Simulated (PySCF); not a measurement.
Molecule: Ge(H)(OSiH3)3, SMILES [SiH3][O][GeH]([O][SiH3])[O][SiH3] (H10GeO3Si3). Atoms near the plane z = 0.0 Å, at the GFN2-xTB optimised geometry (x, y, z in Å): Ge1 (-0.5, 0.9, 0.0), O2 (0.8, -0.1, 0.0), Si3 (1.1, -1.7, 0.0), H8 (0.0, 2.4, 0.0), H9 (2.6, -1.7, 0.0).

Method: PBE0/def2-SVP (PySCF 2.14.0). Cells within 0.4 Å of a nucleus heavier than hydrogen are left out (blank, or x). The values are rescaled to run from 0 to 1.

```
|2222222222222222222222222222222|
|2222222222222222222222222222222|
|2222222222222223322222222222222|
|2222222222223333333222222222222|
|2222222222233333333322222222222|
|2222222222333445443332222222222|
|2222222223334599953332222222222|
|2222222233455999984332222222222|
|2222222234579999995332222222222|
|2222222235899999995332222222222|
|2222222236999999996322222222222|
|2222222237999999997321112222222|
|2222222237999xx9998310111222222|
|2222222237999xx9999400011222222|
|2223333336999999999920011222222|
|22333333459999999xx981111222222|
|23333334457999999xx994222222222|
|2333333445679999999999532222222|
|2233333344567899999999975322222|
|2222333334456799999999999532222|
|222222333344579999xx99999732222|
|222222333334469999xx99999632222|
|2222222333334579999999997432222|
|2222222223333458999999754322222|
|2222222223333345899999643322222|
|2222222222333334568886433322222|
|2222222222333333445555433332222|
|2222222222333333344444333332222|
|2222222222233333333333333332222|
|2222222222233333333333333332222|
|2222222222233333333333333332222|
```
Scale: ten equal steps from 0.000 (start of '0') to 1.00 (end of '9'), in the order '0123456789'; x runs from -5.00 to 5.00, y from -5.00 (bottom) to 5.00 (top).

**Question.** Which quantity is mapped?
A) electron localisation function
B) log10 of the electron density
C) deformation density (molecule minus spherical neutral atoms)
D) electrostatic potential

**Answer.** D, electrostatic potential. In full: electrostatic potential (hartree/e), clipped to [-0.08, 0.12].
